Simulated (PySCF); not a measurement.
Ge(H)2(vinyl)(NH2) (C2H7GeN), SMILES [NH2][GeH2][CH]=C.

Coordinates come from a B3LYP-D3(BJ)/def2-SVP optimisation. The structure was generated by enumeration, and PubChem lists no compound with its InChIKey, so it may never have been made. The values are those of a single conformer.

Calculation: TDDFT-PBE/def2-SVPD in PySCF.

Vertical excitations. Isolated molecule, no solvent.

Problem. Estimate the UV-visible absorptions. (Estimate from the structure and the level; the computed values follow.)

Solution. 
```csv
state,energy (eV),λ (nm),f,main pairs
S1,4.54,273,0.032,HOMO→LUMO 97 %
S2,5.71,217,0.014,HOMO→LUMO+1 98 %
S3,6.16,201,0.007,HOMO→LUMO+2 96 %
S4,6.31,197,0.096,"HOMO−2→LUMO 43 %, HOMO−1→LUMO 39 %, HOMO−1→LUMO+1 8 %"
S5,6.52,190,0.032,"HOMO−3→LUMO 43 %, HOMO−2→LUMO 30 %, HOMO−1→LUMO+1 11 %, HOMO−1→LUMO 10 %"
S6,6.56,189,0.031,HOMO→LUMO+3 83 %
S7,6.69,185,0.011,"HOMO−1→LUMO+1 47 %, HOMO−3→LUMO 42 %, HOMO−2→LUMO 8 %"
S8,6.92,179,0.010,"HOMO→LUMO+4 68 %, HOMO→LUMO+5 21 %"
S9,6.95,178,0.017,"HOMO→LUMO+5 77 %, HOMO→LUMO+4 16 %"
S10,7.08,175,0.018,"HOMO−1→LUMO+2 45 %, HOMO→LUMO+6 19 %, HOMO−1→LUMO+1 14 %, HOMO−1→LUMO 9 %"
T1,4.11,302,0,"HOMO→LUMO 81 %, HOMO−1→LUMO 17 %"
T2,4.51,275,0,"HOMO−1→LUMO 78 %, HOMO→LUMO 18 %"
T3,5.51,225,0,HOMO→LUMO+1 96 %
T4,5.97,208,0,"HOMO→LUMO+2 59 %, HOMO−2→LUMO 35 %"
```
Triplets are in the Tamm–Dancoff approximation, which puts them higher than full response would, so one can lie above its singlet here.
